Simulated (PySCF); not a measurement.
**Dipole response of Ni+ (nickel, charge +1)**

[Ar] 3d9, 2D determinant. Computed with PySCF 2.14 in aug-cc-pwCVTZ (10s9p7d4f3g, 127 functions), with no relativity, point nucleus. Coupled (time-dependent) response in atomic units; α is the mean over directions.

| method | mean α (bohr³) | α xx, yy, zz | C₆ (like pair) | S(−4) |
| --- | --- | --- | --- | --- |
| TPSSh | 7.770 | 7.162, 7.162, 8.985 | 24.81 | 69.17 |

S(−4) is the Cauchy moment in α(ω) = α(0) + S(−4) ω² + …

α(iu) at TPSSh:

```csv
u (hartree),α(iu) (bohr³)
0,7.770
0.0500,7.603
0.100,7.163
0.200,5.986
0.300,4.957
0.500,3.679
0.750,2.849
1.00,2.338
1.50,1.677
2.00,1.257
3.00,0.7800
5.00,0.3904
```

A single London oscillator, α(iu) = α/(1 + u²/ω²), gives C₆ = (3/4) ω α². Matching the computed C₆ needs ω = 4 × 24.81 / (3 × 7.770²) = 0.548 hartree.

For an ion, C₆ is the dispersion term alone; charge-induced terms of lower order in 1/R come first.

The components differ because the open shell of this determinant is not spherical; for a pure term their mean is the scalar polarisability.
